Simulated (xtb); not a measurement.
C₄H₁₂NSi, SMILES CN(C)[Si](C)C (connectivity only; charge and spin as stated), charge +1, multiplicity 1. All values are semi-empirical tight-binding results from xtb (GFN2-xTB unless named), good for trends rather than for accurate numbers. Coordinates come from a GFN2-xTB optimisation. The spin state was assumed, not searched. The isomer is the one that the SMILES or the coordinates give; other isomers of the formula were not compared. The values are those of a single conformer.

Optimised geometry:

Bonded distances (Å): C1–N2 1.455, C1–H7 1.091, C1–H8 1.091, C1–H9 1.086, N2–C3 1.456, N2–Si4 1.683, C3–H10 1.091, C3–H11 1.091, C3–H12 1.086, Si4–C5 1.879, Si4–C6 1.879, C5–H13 1.089, C5–H14 1.090, C5–H15 1.090, C6–H16 1.090, C6–H17 1.090, C6–H18 1.089. Angles (°): N2–C1–H7 109.7, N2–C1–H8 109.7, N2–C1–H9 111.6, H7–C1–H8 108.2, H7–C1–H9 108.8, H8–C1–H9 108.8, C1–N2–C3 111.5, C1–N2–Si4 124.2, C3–N2–Si4 124.2, N2–C3–H10 109.7, N2–C3–H11 109.7, N2–C3–H12 111.6, H10–C3–H11 108.2, H10–C3–H12 108.8, H11–C3–H12 108.8, N2–Si4–C5 117.4, N2–Si4–C6 117.3, C5–Si4–C6 125.3, Si4–C5–H13 110.7, Si4–C5–H14 111.8, Si4–C5–H15 111.9, H13–C5–H14 107.3, H13–C5–H15 107.3, H14–C5–H15 107.7, Si4–C6–H16 111.8, Si4–C6–H17 111.8, Si4–C6–H18 110.7, H16–C6–H17 107.7, H16–C6–H18 107.3, H17–C6–H18 107.3.
Charge +1, spin multiplicity 1.

| Quantity | Value |
|---|---|
| point group as xtb finds it | Cs |
| orbital gap | 3.45 eV |
| zero-point energy | 96.7 kcal/mol |
| G − E(el) at 298.15 K (modified RRHO) | 74.7 kcal/mol |
| static polarisability (D4 model) | 89.3 bohr³ |
| solvation energy, GFN2-xTB/ALPB(water) | -47.6 kcal/mol |
| solvation energy, GFN2-xTB/ALPB(ether) | -41.8 kcal/mol |

Computed atomic charges and the Wiberg bond orders between heavy atoms:
charges (e) C1 -0.08, N2 -0.14, C3 -0.08, Si4 0.58, C5 -0.21, C6 -0.21, H7 0.08, H8 0.08, H9 0.07, H10 0.08, H11 0.08, H12 0.07, H13 0.10, H14 0.11, H15 0.11, H16 0.11, H17 0.11, H18 0.10. Bond orders C1–N2 1.00, N2–C3 1.00, N2–Si4 1.38, Si4–C5 0.98, Si4–C6 0.98.
